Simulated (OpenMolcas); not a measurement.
A calculation on Lu.

| Item | Value |
| --- | --- |
| Program | OpenMolcas |
| Method | SS-CASPT2, IPEA 0.25 Eh, imaginary shift 0.1 Eh (closed shells correlated: 5s 5p) |
| Basis | ANO-RCC-VQZP [9s8p6d4f3g2h] |
| Scalar Hamiltonian | DKH2, point nucleus |
| Active space | 3 electrons in 6 orbitals (5d 6s) |
| State averaging | 2S+1 = 4 even, 20 roots (10 in the spin-orbit step); 2S+1 = 2 even, 30 roots |
| Spin-orbit coupling | RASSI with atomic mean-field integrals over the reference wave functions, term energies averaged over their components |

Task: Which level of the active space comes out lowest?

Result: 5d 6s² ²D_3/2, with 100 % of that term; it is also the measured ground level.

Task: How high does 5d² 6s ⁴F_9/2 lie?

Result: 19570 cm⁻¹ above the lowest level; measured 21242 cm⁻¹ above the ground level, so the calculation is off by -8 %.

Task: How high does 5d² 6s ⁴P_1/2 lie?

Result: 22660 cm⁻¹ above the lowest level; measured 21472 cm⁻¹ above the ground level, so the calculation is off by +6 %.

Task: How high does 5d 6s² ²D_5/2 lie?

Result: 1819 cm⁻¹ above the lowest level; measured 1994 cm⁻¹ above the ground level, so the calculation is off by -9 %.

Task: The level at 25180 cm⁻¹ has J = 5/2. What is it made of, and what is its g factor?

Result: 43 % 5d² 6s ²D_5/2, 32 % 5d² 6s ²F, 24 % 5d² 6s ⁴P; g = 1.188, against 1.200 from Landé's formula for the pure leading term.

Measured values: NIST Handbook of Basic Atomic Spectroscopic Data.

Term energies are means over components that CASPT2 splits; among the terms shown or strongly mixed into the levels shown the widest spread is 830 cm-1 (5d² 6s ²F). Over all roots computed the reference weight is 0.86 to 0.93; the roots of lowest weight are the least certain, and an intruder state may touch them. Some high roots are left out of the spin-orbit mixing, which shifts the levels that they would mix with. A single d shell beside an s shell can misplace configurations of different d count against each other. Computed and measured levels are paired by configuration, term and J; levels that our copy of the source lacks, or whose pairing is in doubt (as where it misses far off the trend of its configuration), stay unpaired and out of the deviations. Levels of configurations outside the active space are missing.
